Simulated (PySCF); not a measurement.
## Solvent effects on NMR parameters

Cartesian coordinates in Å; atom numbers follow the order of the lines, from 1:
```xyz
22

C    -3.107   -0.031   -0.387
C    -2.581    0.435    0.963
C    -1.072    0.693    0.990
Si    0.023   -0.810    0.662
P     2.147   -0.269    1.237
Si    3.174   -1.990    0.201
Si    2.482    1.263   -0.387
H    -4.199   -0.163   -0.366
H    -2.666   -0.995   -0.689
H    -2.873    0.698   -1.180
H    -3.105    1.361    1.256
H    -2.838   -0.309    1.736
H    -0.804    1.477    0.259
H    -0.770    1.086    1.976
H    -0.043   -1.263   -0.765
H    -0.390   -1.958    1.530
H     2.808   -2.110   -1.246
H     2.789   -3.252    0.903
H     4.651   -1.796    0.310
H     1.940    0.835   -1.716
H     3.951    1.504   -0.518
H     1.813    2.537    0.014
```

GIAO PBE0/pcSseg-1 in PySCF 2.14.0 with density-fitted response routines on one PBE0-D3(BJ)/def2-SVP conformer, non-relativistic, equivalent nuclei averaged. Solvents enter as an IEF-PCM continuum (cyclohexane with ε = 2.0, water with ε = 78.4) around the gas-phase geometry. Shifts are referred to TMS computed in the same medium.

Gas phase, δ in ppm: C2 22.6, C1 16.8, C3 15.9, Si4 -28.5, Si6/Si7 -66.7, H15/H16 4.25, H17/H18/H19/H20/H21/H22 4.05, H11/H12 1.57, H8/H9/H10 0.93, H13/H14 0.88. Dipole moment 1.44 D.

Question: How does each δ change in the continuum?

Answer: 
```json
{"atoms": "C2", "environment": "sp3 CH2", "Δδ, cyclohexane": "+0.3", "Δδ, water": "+0.7"}
{"atoms": "C1", "environment": "methyl carbon", "Δδ, cyclohexane": "+0.2", "Δδ, water": "+0.4"}
{"atoms": "C3", "environment": "sp3 CH2 bonded to Si", "Δδ, cyclohexane": "+0.3", "Δδ, water": "+0.8"}
{"atoms": "Si4", "environment": "silicon bonded to C, P, 2 H", "Δδ, cyclohexane": "+0.3", "Δδ, water": "+0.8"}
{"atoms": "Si6/Si7", "environment": "silicon bonded to P, 3 H", "Δδ, cyclohexane": "+0.1", "Δδ, water": "+0.1"}
{"atoms": "H15/H16", "environment": "hydrogen on a silicon bonded to C, P", "Δδ, cyclohexane": "-0.02", "Δδ, water": "-0.04"}
{"atoms": "H17/H18/H19/H20/H21/H22", "environment": "hydrogen on a silicon bonded to P", "Δδ, cyclohexane": "0.00", "Δδ, water": "0.00"}
{"atoms": "H11/H12", "environment": "hydrogen on an sp3 CH2", "Δδ, cyclohexane": "+0.01", "Δδ, water": "+0.02"}
{"atoms": "H8/H9/H10", "environment": "hydrogen on a methyl carbon", "Δδ, cyclohexane": "0.00", "Δδ, water": "0.00"}
{"atoms": "H13/H14", "environment": "hydrogen on an sp3 CH2 bonded to Si", "Δδ, cyclohexane": "+0.04", "Δδ, water": "+0.11"}
```

Changes are relative to the gas phase. The dipole moment becomes 1.59 D in cyclohexane, 1.90 D in water.

Question: Which of the listed nuclei move most (in ppm), and what does the model miss?

Answer: C2 (sp3 CH2, +0.7 ppm) and C3 (sp3 CH2 bonded to Si, +0.8 ppm) and Si4 (silicon bonded to C, P, 2 H, +0.8 ppm) in water. A continuum only polarises the solute; specific hydrogen bonds, the anisotropy of aromatic solvents and changes of geometry or conformer are outside it.
